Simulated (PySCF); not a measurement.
Ge(F)(SH)3 (FGeH3S3), SMILES [F][Ge]([SH])([SH])[SH].

Geometry optimised at B3LYP-D3(BJ)/def2-SVP. This is a generated structure with no PubChem entry under its InChIKey; it may be hypothetical. The values are those of a single conformer.

Calculation: TDA-ωB97X/def2-SVPD (PySCF 2.14.0).

Vertical excitations. The molecule is in vacuum.

| state | energy (eV) | λ (nm) | f | main pairs |
|---|---|---|---|---|
| S1 | 5.68 | 218 | 0.018 | HOMO→LUMO 74 % |
| S2 | 5.68 | 218 | 0.018 | HOMO−1→LUMO 74 % |
| S3 | 5.77 | 215 | 0.007 | HOMO−2→LUMO 74 % |
| S4 | 6.74 | 184 | 0.026 | HOMO→LUMO+1 37 %, HOMO−2→LUMO+3 9 %, HOMO→LUMO 9 % |
| S5 | 6.74 | 184 | 0.025 | HOMO−1→LUMO+1 37 %, HOMO−2→LUMO+2 9 %, HOMO−1→LUMO 9 % |
| S6 | 6.79 | 183 | 0.028 | HOMO−2→LUMO+1 36 %, HOMO−2→LUMO 10 %, HOMO−1→LUMO+2 10 %, HOMO→LUMO+3 9 % |
| S7 | 7.42 | 167 | 0.020 | HOMO→LUMO+4 36 %, HOMO−4→LUMO 32 %, HOMO−1→LUMO+4 12 % |
| S8 | 7.43 | 167 | 0.021 | HOMO−1→LUMO+4 36 %, HOMO−3→LUMO 32 %, HOMO→LUMO+4 12 % |
| S9 | 7.74 | 160 | 0.020 | HOMO−2→LUMO+4 69 % |
| S10 | 7.77 | 160 | 0.029 | HOMO→LUMO+4 16 %, HOMO−3→LUMO 13 %, HOMO−2→LUMO+2 9 %, HOMO−2→LUMO+6 7 % |
| T1 | 5.20 | 238 | 0 | HOMO→LUMO 79 % |
| T2 | 5.21 | 238 | 0 | HOMO−1→LUMO 79 % |
| T3 | 5.29 | 234 | 0 | HOMO−2→LUMO 75 % |
| T4 | 6.21 | 200 | 0 | HOMO→LUMO+1 18 %, HOMO−2→LUMO+3 14 %, HOMO−1→LUMO+1 12 %, HOMO→LUMO+3 8 % |
Triplets are in the Tamm–Dancoff approximation.
